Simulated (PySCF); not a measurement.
# Two-component Hartree-Fock for I²⁷⁺ (iodine, charge +27)

Start: [Ar] 3d8; 3d3/2 filled at m_j = -3/2, -1/2, +1/2, +3/2; 3d5/2 filled at m_j = -1/2, +1/2, +3/2, +5/2. Calculated with PySCF 2.14 in an uncontracted even-tempered set (16 s from 4 bohr⁻², ratio 2.8; 12 p from 5.2 bohr⁻², ratio 2.8; 8 d from 5.2 bohr⁻², ratio 2.8; 3 f from 21 bohr⁻², ratio 3): generalised Hartree-Fock with the X2C-1e Hamiltonian and a Gaussian nucleus; one run each with spin-orbit coupling (SO) switched off, then screened by Boettger's factors.

| spinor shell | electrons | ε, spin-free (eV) | ε, screened SO (eV) | weight of nominal j (screened SO) | rms radius, screened SO (bohr) |
| --- | --- | --- | --- | --- | --- |
| 1s1/2 | 2 | -34349.8 | -34346.0 | 1.000 | 0.0311 |
| 2s1/2 | 2 | -6237.7 | -6236.2 | 1.000 | 0.126 |
| 2p1/2 | 2 | -5697.3 | -5908.7 | 1.000 | 0.109 |
| 2p3/2 | 4 | -5697.3 | -5601.2 | 1.000 | 0.114 |
| 3s1/2 | 2 | -1997.2 | -1996.8 | 1.000 | 0.325 |
| 3p1/2 | 2 | -1816.6 | -1864.5 | 0.995 | 0.315 |
| 3d3/2 | 4 | -1568.0 | -1575.8 | 0.949 | 0.293 |
| 3d5/2 | 4 | -1568.0 | -1561.7 | 0.961 | 0.296 |

(1) Where does 3p3/2 lie, and what is the 3p spin-orbit splitting (screened SO)?

```
   quantity    spin-free  screened SO
E (hartree)  -6708.45818  -6710.89040
        M_J            4            4
       ⟨J²⟩       20.001       20.001
       ⟨L²⟩       12.000       12.477
       ⟨S²⟩        2.000        1.899
```

Each row is a mean over spinors that exchange with the open shell spreads, by up to 27.571 eV (3p3/2).

Breit and QED terms are absent; they matter most for the inner s and p1/2 levels.

Densities and radii are taken from the X2C orbitals without a picture-change correction, which distorts them close to the nucleus.

Without spin-orbit coupling the j labels of p, d and f shells carry no meaning; the spin-free column gives the mean over the occupied spinors of each nl shell.

Answers

(1) At -1794.6 eV, 69.923 eV above 3p1/2.
